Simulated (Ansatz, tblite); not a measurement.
Cost and result up the ladder for the cluster B₃P₂ (the lowest doublet isomer of a short search) (5 atoms). The state is a doublet with charge 0. Geometry: PBE-D4/def2-SVP.

Cartesian coordinates in Å:
```
B 0.486 -0.680 0.852
B 0.125 0.145 -0.632
B -0.816 0.298 0.819
P 1.615 -1.018 -0.481
P -1.410 1.256 -0.558
```

Ansatz on 4 threads of Arm Neoverse V1 on a shared host; xTB runs through tblite on one thread. Times are rough, summed over both states, and most runs start from the orbitals of an earlier one. PBE0-D4/def2-TZVP serves as the yardstick here, not as an exact answer. The other state is a quartet at its own geometry.

The xTB rows come from tblite. Correlated methods freeze 13 core orbitals. In CCSD on the charge 0 doublet the largest single amplitude is 0.18, so its Hartree–Fock determinant may place the open shell otherwise than the density functionals do. The structure comes from a short search, and lower isomers may exist.

Run but left out: HF/def2-TZVP, HF/def2-TZVPP, MP2/def2-TZVP, MP2/def2-TZVPP (doublet: ⟨S²⟩ 1.13, where a pure state has 0.75).

Correlated methods converge slowly with the basis.

xTB has no spin-polarisation term.

```csv
level,functions,wall time
GFN1-xTB,30,0.006 s
GFN2-xTB,30,0.008 s
PBE-D4/def2-TZVP,167,4.7 s
BLYP-D4/def2-TZVP,167,5 s
PBE0-D4/def2-TZVP (with forces),167,7.5 s
r2SCAN-D4/def2-TZVP,167,12 s
PBE-QIDH/def2-TZVP,167,13 s
CCSD(T)/def2-TZVPP,177,2.4 min
```

Estimate what each level gives for the quartet − doublet (eV).


```tsv
level	quartet − doublet (eV)	difference from PBE0-D4/def2-TZVP (eV)	remarks
GFN1-xTB	1.69	0.07	–
GFN2-xTB	1.64	0.02	–
PBE-D4/def2-TZVP	1.66	0.04	–
BLYP-D4/def2-TZVP	1.69	0.07	–
PBE0-D4/def2-TZVP (with forces)	1.62	0.00	–
r2SCAN-D4/def2-TZVP	1.59	-0.03	–
PBE-QIDH/def2-TZVP	1.76	0.14	spin-contaminated (⟨S²⟩ 3.87) (quartet)
CCSD(T)/def2-TZVPP	1.77	0.15	large T1 (0.051) (doublet), spin-contaminated (⟨S²⟩ 1.13) (doublet), spin-contaminated (⟨S²⟩ 3.96) (quartet)
```
